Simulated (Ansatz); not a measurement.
C₃H₇BSi (`B[SiH](C)C#C`), relaxed with RKS PBE-D4/def2-SVP in Ansatz 0.2.0 from a rough embedded geometry. The force threshold is 0.03 eV/Å; the program also tests the step.

Charge 0, multiplicity 1.

Start:

```xyz
12

B    -0.829    1.738   -0.341
Si   -0.140   -0.036   -0.573
C    -1.087   -1.158    0.527
C     1.619   -0.171   -0.089
C     2.798   -0.179    0.136
H    -1.894    2.043   -0.570
H    -0.046    2.609    0.035
H    -0.311   -0.486   -1.935
H    -0.751   -2.190    0.463
H    -2.194   -1.117    0.306
H    -0.977   -0.840    1.614
H     3.812   -0.213    0.426
```

| step | energy (eV) | largest force (eV/Å) | largest move (Å) |
| --- | --- | --- | --- |
| 1 | -11760.9330 | 2.456 | 0.000 |
| 2 | -11761.2602 | 0.852 | 0.106 |
| 3 | -11761.3112 | 0.516 | 0.097 |
| 4 | -11761.3331 | 0.099 | 0.073 |
| 5 | -11761.3370 | 0.021 | 0.038 |

End:

```xyz
12

B    -0.823    1.858   -0.359
Si   -0.119   -0.025   -0.519
C    -1.122   -1.203    0.585
C     1.677   -0.174   -0.116
C     2.871   -0.244    0.166
H    -2.001    2.065   -0.591
H    -0.139    2.810   -0.040
H    -0.291   -0.446   -1.963
H    -0.755   -2.242    0.465
H    -2.194   -1.168    0.307
H    -1.027   -0.923    1.653
H     3.923   -0.308    0.413
```

It took 6.5 s on 4 threads of an Arm Neoverse V1 on a shared host, with 0.15 GiB of host memory at the peak.
